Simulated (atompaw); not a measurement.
## rhodium (Rh): PAW (atompaw) pseudisation with PBE, scalar-relativistic reference atom.

The input file (atompaw 4.2.0.5):

```
Rh 45
GGA-PBE scalarrelativistic loggrid 1500 logderivrange -8 5 326
5 5 4 0 0 0
5 0 0.5
5 1 0
4 2 8.5
0 0 0
c
c
c
v
v
c
c
v
v
c
v
3
2.15 1.90 2.00 1.15
n
n
y
3.85
n
y
0.25
n
custom rrkj gramschmidtortho besselshape
4 0 ultrasoft
1.05
2.15
1.55
2.15
2.15
2.15
1.90
PWSCFOUT
UPFDX 0.0125d0 UPFXMIN -7.d0 UPFZMESH 45.d0
END
```

Command:

```bash
atompaw < Rh.input > Rh.log
```

Output (summary file):

```
Completed calculations for Rh (AE)

 Exchange-correlation type: GGA, Perdew-Burke-Ernzerhof

 Radial integration grid is logarithmic
 r0 =   1.9184428E-04 h =   8.6329924E-03   n =      1500 rmax =   8.0000000E+01

 Scalar relativistic calculation

 AEatom converged in  35 iterations
   nz     =  45.00
   delta  =       1.295757805668E-15

 All Electron Orbital energies:
  n  l      occupancy      energy
  1  0      2.0000000E+00 -1.6932090E+03
  2  0      2.0000000E+00 -2.4536387E+02
  3  0      2.0000000E+00 -4.3742484E+01
  4  0      2.0000000E+00 -5.9442692E+00
  5  0      5.0000000E-01 -2.8045398E-01
  2  1      6.0000000E+00 -2.1987835E+02
  3  1      6.0000000E+00 -3.5363807E+01
  4  1      6.0000000E+00 -3.5914339E+00
  5  1      0.0000000E+00 -4.6345792E-02
  3  2      1.0000000E+01 -2.1968195E+01
  4  2      8.5000000E+00 -3.4608586E-01

 Total energy
   Total                    :    -9568.27804271649075

 ---
 Completed calculations for Rh (SC)

 Exchange-correlation type: GGA, Perdew-Burke-Ernzerhof

 Radial integration grid is logarithmic
 r0 =   1.9184428E-04 h =   8.6329924E-03   n =      1500 rmax =   8.0000000E+01

 Scalar relativistic calculation

 SCatom converged in   4 iterations
   nz     =  45.00
   delta  =       3.395050645961E-16

 Valence Electron Orbital energies:
  n  l      occupancy      energy
   4  0      2.0000000E+00 -5.9442692E+00
   5  0      5.0000000E-01 -2.8045398E-01
   4  1      6.0000000E+00 -3.5914339E+00
   5  1      0.0000000E+00 -4.6345791E-02
   4  2      8.5000000E+00 -3.4608586E-01

 Total energy
   Total                    :    -9568.27804268207365
   Valence                  :     -469.67998845087794

 PAW parameters:
       lmax =            3
         rc =    2.1670129158761577
        irc =         1082
   rc_shape =    1.9037822345087529
    rc_vloc =    2.0050030829836696
    rc_core =    1.1538030720521077
   Vloc: Non norm-conserving form with l= 4;e=   0.0000E+00
   Projector type: RRKJ pseudization + Gram-Schmidt ortho.
   Bessel compensation charge shape zeroed at   1.9038E+00

 Number of basis functions     7
 No.   n  nodes  l      Energy         Cp coeff         Occ
  1    4    3    0   -0.5944269E+01  0.1000000E+01  0.2000000E+01
  2    5    4    0   -0.2804540E+00  0.7448351E+00  0.5000000E+00
  3    4    2    1   -0.3591434E+01  0.1000000E+01  0.6000000E+01
  4    5    3    1   -0.4634579E-01  0.1108036E+01  0.0000000E+00
  5    4    1    2   -0.3460859E+00  0.1000000E+01  0.8500000E+01
  6  999    2    2    0.3850000E+01  0.1455609E+00  0.0000000E+00
  7  999    0    3    0.2500000E+00  0.1000000E+01  0.0000000E+00

 Eigenvalues of overlap operator (in the basis of projectors):
    1        3.87596935E-01
    2        5.51338246E-01
    3        1.11298926E+00
    4        2.59657377E+01
    5        2.85193389E+01
    6        4.87992889E+01
    7        9.33956303E+02

 Orbital leakage outside PAW augmentation regions
   orb  is_core?  %out_of_sphere
   1 0    T          -0.00
   2 0    T          -0.00
   3 0    T           0.00
   4 0    F           0.42
   5 0    F          84.15
   2 1    T           0.00
   3 1    T           0.00
   4 1    F           1.51
   5 1    F          97.03
   3 2    T           0.00
   4 2    F          20.54

 Summary of PAW energies
   Total valence energy     :   -469.68722457014030
   Smooth energy            :     76.53163338246983
   One center               :   -546.21885795261016
   Smooth kinetic           :     58.30581630581265
   Vloc energy              :     17.27545983246683
   Smooth exch-corr         :    -20.14856884961668
   One-center xc            :   -257.01529934574660
```

The run took about 3.1 s on one core of a shared server CPU.
